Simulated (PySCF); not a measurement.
Compound: C7H11O (charge +1).
Geometry (GFN2-xTB, Å), atoms numbered from 1 in this order:
```xyz
19
C7H11O angstrom
O      1.2475    2.4291    0.7689
C      1.4213    1.3403    0.5518
C      1.7642    0.0522    0.1955
C      0.5874   -0.8228   -0.3931
C     -0.2658   -0.0175   -1.3720
C     -1.3242    0.6932   -0.5028
C     -1.1666    0.1137    0.9126
C     -0.3949   -1.1822    0.7095
H      2.1823   -0.4733    1.0643
H      2.5489    0.1252   -0.5717
H      1.0583   -1.6929   -0.8498
H     -0.7488   -0.7104   -2.0599
H      0.3195    0.6756   -1.9744
H     -1.2062    1.7755   -0.5128
H     -2.3210    0.4826   -0.8849
H     -2.1254   -0.0460    1.4000
H     -0.5918    0.7828    1.5626
H     -1.0635   -1.9560    0.3298
H      0.0691   -1.5597    1.6190
```

The geometry is computed with GFN2-xTB (gas phase).

Masses are those of the commonest isotopes; rigid-rotor values at the optimised geometry. The values belong to one conformer with, in the numbering `[O+:1]#[C:2][CH2:3][CH:4]1[CH2:5][CH2:6][CH2:7][CH2:8]1`, C2–C3–C4–C5 43°, C3–C4–C5–C6 -87°, C4–C5–C6–C7 -8°, C5–C6–C7–C8 -18°, C6–C7–C8–C4 38°.

What are A, B and C (cm⁻¹)?

Ia = 169.45, Ib = 270.86, Ic = 306.12 u·Å²; 505379 MHz·u·Å²/I gives 2982, 1866 and 1651 MHz, that is A = 0.09948, B = 0.06224, C = 0.05507 cm⁻¹.

Classify the top.

An asymmetric top; Ray's κ = -0.677.

What does the inertial defect say?

Not planar: Δ = Ic − Ia − Ib = -134.20 u·Å². For a rigid frame Δ = −2 Σ m c², so Σ m c² = 67.10 u·Å² lies off the ab plane: 19.50 from hydrogen and 47.60 from heavier atoms. The atom farthest from that plane is 2.11 Å away.

Estimate the classical rotational partition function at 100 K, 200 K and 298.15 K.

Point group C1, symmetry number σ = 1; q = (√π/σ)·√((kT/h)³/(ABC)), k/h = 20836.6 MHz/K: 55600 at 100 K, 157000 at 200 K, 286000 at 298.15 K.

Stationary, but not proved a minimum. No vibrational averaging or centrifugal distortion is included, and the geometry carries the error of its method.
